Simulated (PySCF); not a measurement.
Compound: C₇H₁₁O (doublet state).
Cartesian coordinates in Å at the GFN2-xTB level; atoms count from 1:
```xyz
19
C7H11O angstrom
C      2.8843    0.4797   -0.0631
C      1.4266    0.2474   -0.0438
C      0.3484    0.5944   -0.7284
C     -0.6762   -0.1618    0.1019
C     -1.4149   -1.2815   -0.6077
C     -1.6388    0.7605    0.8500
O     -2.5336    1.4072   -0.0184
C      0.5811   -0.5908    0.9135
H      3.2147    0.9021    0.8867
H      3.1472    1.1659   -0.8646
H      3.4156   -0.4608   -0.2145
H     -1.8717   -1.9465    0.1235
H     -0.7343   -1.8542   -1.2335
H     -2.2026   -0.8666   -1.2325
H     -2.2562    0.1828    1.5435
H     -1.0625    1.5010    1.4260
H     -2.0113    1.8267   -0.7135
H      0.7853   -1.6590    0.8646
H      0.5890   -0.2372    1.9440
```

The hyperfine couplings belong to this conformer and change with its torsions.

Identity: `CC1=[C][C@](C)(CO)C1` [radical].

The calculation used UKS B3LYP, pcH-1 on C H O, non-relativistic, mean-field spin-orbit, GIAO in PySCF 2.14.0. Isolated species at its GFN2-xTB geometry (one conformer only). A GFN2-xTB geometry isn't a minimum of the functional, and hyperfine couplings can be far from their values at a DFT geometry. No stability test was run, so a lower SCF solution isn't excluded.

Problem. What is the g tensor, term by term?

Solution. 
```json
{"Δg (ppm)": "relativistic mass correction", "1": "-163", "2": "-163", "3": "-163"}
{"Δg (ppm)": "gauge correction", "1": "19", "2": "7", "3": "9"}
{"Δg (ppm)": "orbital Zeeman/spin–orbit", "1": "-645", "2": "-33", "3": "1134"}
{"Δg (ppm)": "total", "1": "-789", "2": "-189", "3": "980"}
```

So g = 2.00153, 2.00213, 2.00330 and g_iso = 2.00232; the tensor is rhombic: the two nearest values differ by 34 % of g3 − g1. 

Problem. What are the electron Larmor frequencies g μB B/h along the three axes at 350 mT?

Solution. 9.8049, 9.8078, 9.8135 GHz for g1, g2 and g3, a range of 8.7 MHz.

Problem. What effective moment and Curie constant follow for a powder?

Solution. With the mean of g² = 4.0093 and S(S+1) = 0.75: μ_eff = √(⟨g²⟩S(S+1)) = 1.734 μB and χT = 0.12505·⟨g²⟩·S(S+1) = 0.376 cm³ K/mol (cgs; spin-Hamiltonian part alone).

Problem. At 9.398 GHz, how far is the centre of the isotropic spectrum from where a free electron (g = 2.002319) resonates?

Solution. B = hν/(g μB) with μB/h = 13.99624 MHz/mT gives 335.34 mT for the free electron and 335.34 mT at g_iso, the same within 0.01 mT.

Problem. In a frozen sample, at which fields do the three g values resonate at 9.5, 34, 94 and 263 GHz (hyperfine left aside), and which band first spreads them over more than twice a line width of 1.0 mT?

Solution. 
| band | GHz | B(g3) mT | B(g2) mT | B(g1) mT | spread mT |
| --- | --- | --- | --- | --- | --- |
| X | 9.5 | 338.82 | 339.02 | 339.12 | 0.30 |
| Q | 34.0 | 1212.61 | 1213.32 | 1213.68 | 1.07 |
| W | 94.0 | 3352.51 | 3354.47 | 3355.48 | 2.96 |
| J | 263.0 | 9379.90 | 9385.38 | 9388.19 | 8.29 |

The spread grows in proportion to the frequency. W band is the first where it exceeds 2.0 mT.

The Mulliken spin populations are largest on C3 (+0.89), C8 (+0.09) and C2 (-0.07). C3 is the only atom above +0.15.

The HOMO–LUMO gaps are 6.60 eV among the α and 4.15 eV among the β orbitals.

Hardware: one thread, Arm Neoverse V2 (aarch64), no GPU, shared host with 96 logical CPUs at a one-minute load of 52. Cost: 1.7 min of wall time (grids of density and orbitals included), 1.1 GiB resident at most.
